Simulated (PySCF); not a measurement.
Species: C4H12O2Si2.
Numbering: `[SiH3:1][CH2:2][SiH:3]1[O:4][CH2:5][CH2:6][CH2:7][O:8]1` (hydrogens: H9, H10, H11 on Si1; H12, H13 on C2; H14 on Si3; H15, H16 on C5; H17, H18 on C6; H19, H20 on C7)

The same species was optimised twice, with GFN2-xTB and with PBE0-D3(BJ)/def2-SVP (PySCF), and the same property calculations (PySCF, gas phase) were run on both structures.

| coordinate | GFN2-xTB | PBE0-D3(BJ)/def2-SVP | change |
| --- | --- | --- | --- |
| Si3–O8 (Å) | 1.634 | 1.666 | +0.032 |
| Si3–O4 (Å) | 1.633 | 1.664 | +0.031 |
| C2–Si3 (Å) | 1.885 | 1.862 | -0.023 |
| Si1–C2 (Å) | 1.897 | 1.882 | -0.015 |
| O4–C5 (Å) | 1.400 | 1.409 | +0.009 |
| C7–O8 (Å) | 1.401 | 1.410 | +0.009 |
| C6–C7 (Å) | 1.523 | 1.521 | -0.002 |
| C5–C6 (Å) | 1.523 | 1.521 | -0.002 |
| Si3–O8–C7 (°) | 121.7 | 124.2 | +2.5 |
| Si1–C2–Si3 (°) | 114.9 | 112.6 | -2.3 |
| O4–Si3–O8 (°) | 108.7 | 106.5 | -2.2 |
| C5–C6–C7 (°) | 110.7 | 112.6 | +1.9 |
| C2–Si3–O4 (°) | 108.6 | 110.2 | +1.6 |
| Si3–O4–C5 (°) | 122.3 | 123.7 | +1.4 |
| O4–C5–C6 (°) | 112.9 | 112.6 | -0.3 |
| C2–Si3–O8 (°) | 110.0 | 109.9 | -0.1 |
| Si1–C2–Si3–O4 (°) | -67 | -77 | -10 |

Rotational constants: A = 2406, B = 932.3, C = 904.1 MHz (GFN2-xTB) against A = 2232, B = 1001, C = 941.2 MHz (PBE0-D3(BJ)/def2-SVP). Point groups within 0.08 Å: C1 and C1.

On the GFN2-xTB structure: HOMO (eV) -7.57 [PBE0/pcSseg-1]; LUMO (eV) 0.94 [PBE0/pcSseg-1]; dipole (D) 1.73 [PBE0/pcSseg-1]; GIAO shielding of Si1 (ppm) 429.0 [PBE0/pcSseg-1]; GIAO shielding of C2 (ppm) 189.6 [PBE0/pcSseg-1]; GIAO shielding of Si3 (ppm) 371.6 [PBE0/pcSseg-1]; GIAO shielding of O4/O8 (mean) (ppm) 290.7 [PBE0/pcSseg-1]; GIAO shielding of C5/C7 (mean) (ppm) 118.7 [PBE0/pcSseg-1]; GIAO shielding of C6 (ppm) 151.1 [PBE0/pcSseg-1].

**Question.** What do these properties become on the PBE0-D3(BJ)/def2-SVP structure?

**Answer.** 
```json
{"property": "HOMO (eV)", "level": "PBE0/pcSseg-1", "on GFN2-xTB": "-7.57", "on PBE0-D3(BJ)/def2-SVP": "-7.63", "change": "-0.06"}
{"property": "LUMO (eV)", "level": "PBE0/pcSseg-1", "on GFN2-xTB": "0.94", "on PBE0-D3(BJ)/def2-SVP": "0.91", "change": "-0.03"}
{"property": "dipole (D)", "level": "PBE0/pcSseg-1", "on GFN2-xTB": "1.73", "on PBE0-D3(BJ)/def2-SVP": "1.34", "change": "-0.39"}
{"property": "energy, GFN2-xTB geometry as zero (kcal/mol)", "level": "PBE0/pcSseg-1", "on GFN2-xTB": "0.0", "on PBE0-D3(BJ)/def2-SVP": "-2.5", "change": "-2.5"}
{"property": "GIAO shielding of Si1 (ppm)", "level": "PBE0/pcSseg-1", "on GFN2-xTB": "429.0", "on PBE0-D3(BJ)/def2-SVP": "423.1", "change": "-5.9"}
{"property": "GIAO shielding of C2 (ppm)", "level": "PBE0/pcSseg-1", "on GFN2-xTB": "189.6", "on PBE0-D3(BJ)/def2-SVP": "186.7", "change": "-2.9"}
{"property": "GIAO shielding of Si3 (ppm)", "level": "PBE0/pcSseg-1", "on GFN2-xTB": "371.6", "on PBE0-D3(BJ)/def2-SVP": "368.6", "change": "-3.0"}
{"property": "GIAO shielding of O4/O8 (mean) (ppm)", "level": "PBE0/pcSseg-1", "on GFN2-xTB": "290.7", "on PBE0-D3(BJ)/def2-SVP": "287.0", "change": "-3.7"}
{"property": "GIAO shielding of C5/C7 (mean) (ppm)", "level": "PBE0/pcSseg-1", "on GFN2-xTB": "118.7", "on PBE0-D3(BJ)/def2-SVP": "117.1", "change": "-1.6"}
{"property": "GIAO shielding of C6 (ppm)", "level": "PBE0/pcSseg-1", "on GFN2-xTB": "151.1", "on PBE0-D3(BJ)/def2-SVP": "150.0", "change": "-1.1"}
```

The heavy atoms differ by 0.149 Å rms after alignment. Among bonds between heavy atoms Si3–O4 and Si3–O8 change most and about equally (+0.031 to +0.032 Å). Changes are differences of the printed values. Neither structure is proved a minimum here.
